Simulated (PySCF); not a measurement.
C8H5F, SMILES C#Cc1cccc(F)c1, GFN2-xTB optimised geometry.

```
14

C     -2.09    -2.35     0.00
C     -1.49    -1.31     0.00
C     -0.79    -0.08     0.00
C     -1.48     1.13     0.00
C     -0.79     2.32     0.00
C      0.59     2.34     0.00
C      1.27     1.13     0.00
F      2.62     1.13     0.00
C      0.61    -0.08     0.00
H     -2.62    -3.26     0.00
H     -2.56     1.12     0.00
H     -1.33     3.26     0.00
H      1.15     3.26     0.00
H      1.16    -1.01     0.00
```

Density from CAM-B3LYP/def2-TZVP (PySCF) at that geometry.

Minimum of the electron density along straight lines between bonded atoms, close to the bond critical point (lines longer than 1.1 times the sum of covalent radii, or with two minima, are not listed):

```csv
bond,length / Å,ρ at the minimum / e bohr⁻³,∇²ρ there / e bohr⁻⁵,position (fraction from the first atom)
C1–C2,1.200,0.421,-1.21,0.49
C2–C3,1.416,0.300,-0.91,0.53
C3–C4,1.395,0.318,-0.94,0.51
C4–C5,1.382,0.326,-0.98,0.50
C5–C6,1.385,0.323,-0.97,0.50
C6–C7,1.384,0.329,-1.01,0.48
C7–F8,1.350,0.263,-0.13,0.33
C3–C9,1.394,0.317,-0.94,0.50
C7–C9,1.380,0.331,-1.02,0.52
C1–H10,1.049,0.300,-1.16,0.66
C4–H11,1.080,0.290,-1.05,0.65
C5–H12,1.080,0.290,-1.05,0.65
C6–H13,1.078,0.289,-1.05,0.65
C9–H14,1.079,0.289,-1.05,0.65
```
